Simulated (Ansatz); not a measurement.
## A family of molecules: the HOMO–LUMO gap

All atoms of one element are swapped for its congeners: SiF3 (trifluorosilyl) `F[Si](F)F`; SiCl3 `Cl[Si](Cl)Cl`; SiI3 (triiodosilyl) `I[Si](I)I`. The Br member is missing. All are doublets with charge 0.

Shapes, held fixed at every level: PBE0-D4/def2-TZVP. Programs: Ansatz 0.2.0. Values in eV.

```csv
level,SiF3,SiCl3,SiI3
SPW92/def2-TZVPP,1.63,1.13,0.69
r2SCAN-D4/def2-TZVPP,3.14,2.47,1.67
B3LYP-D4/def2-TZVPP,3.76,2.98,2.19
PBE0-D4/def2-TZVPP,4.54,3.66,2.74
wB97M-V/def2-TZVPP,7.95,7.01,5.95
wB97X-V/def2-TZVPP,8.56,7.54,6.42
```

At wB97X-V/def2-TZVPP the HOMO–LUMO gap falls at every step, from 8.56 to 6.42 eV. Every level shows the same order. Open shells run unrestricted unless RO is named. For atoms past krypton def2 sets carry core potentials with scalar relativity. Orbital gaps aren't excitation energies, and the LUMO depends on the basis.
